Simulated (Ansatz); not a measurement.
C3H8OSi can be A, `C=CO[SiH2]C`, or B, `C/C=C(\O)[SiH3]`.

Isolated molecules relaxed with PBE0-D4/def2-TZVP in Ansatz; ΔE leaves out vibrations. CBS: MP2 limit from def2 TZ/QZ plus the TZ coupled-cluster correction, frozen cores. Functionals use def2-TZVPP. B3LYP here is the variant with VWN-RPA as its local correlation; programs differ in this. One conformer a species, not always the lowest.

A:

Z-matrix (Å, degrees):
```
Si
C 1 1.859
O 1 1.664 2 111.6
H 1 1.482 2 111.2 3 -115.5
H 1 1.488 2 110.6 3 122.4
H 2 1.092 1 111.6 3 -62.2
H 2 1.092 1 110.7 3 58.5
H 2 1.094 1 109.9 3 177.8
C 3 1.348 1 127.1 2 68.6
C 9 1.328 3 127.1 1 4.5
H 9 1.086 3 111.6 1 -175.8
H 10 1.081 9 119.3 3 179.5
H 10 1.084 9 122.9 3 0.5
```

B:

Z-matrix (Å, degrees):
```
C
C 1 1.489
H 1 1.089 2 111.4
H 1 1.095 2 110.9 3 -120.7
H 1 1.094 2 110.9 3 121.0
C 2 1.336 1 125.4 3 3.3
H 2 1.085 1 117.7 3 -177.0
Si 6 1.868 2 121.1 1 178.9
O 6 1.375 2 119.3 1 0.8
H 8 1.483 6 109.5 2 7.1
H 8 1.489 6 110.8 2 -114.6
H 8 1.491 6 109.4 2 128.0
H 9 0.959 6 110.2 2 -171.1
```

**Question.** Which isomer does CCSD(T)/CBS put lower? Give the gap. (Estimate.)

**Answer.** The calculation gave: A, by 31.7 kcal/mol.

**Question.** Give E(B) − E(A) in kcal/mol with B3LYP-D4, MP2/def2-TZVPP, CCSD/def2-TZVPP, HF/def2-TZVPP, ωB97M-V, PBE0-D4, CCSD(T)/def2-TZVPP. (An estimate is asked.)

**Answer.** Ansatz gave: B3LYP-D4 31.8, MP2/def2-TZVPP 32.2, CCSD/def2-TZVPP 32.2, HF/def2-TZVPP 35.2, ωB97M-V 32.0, PBE0-D4 29.5, CCSD(T)/def2-TZVPP 31.5. None reverses the order clearly.

Largest T1 diagnostic: 0.012.

From PBE to PBE0 (25 % exact exchange), in def2-TZVPP and without D4, E(B) − E(A) moves by +1.5 kcal/mol. In def2-TZVPP, CCSD(T) changes the Hartree–Fock value by −3.7 kcal/mol (the triples alone add −0.7 kcal/mol) and MP2 by −3.1 kcal/mol.
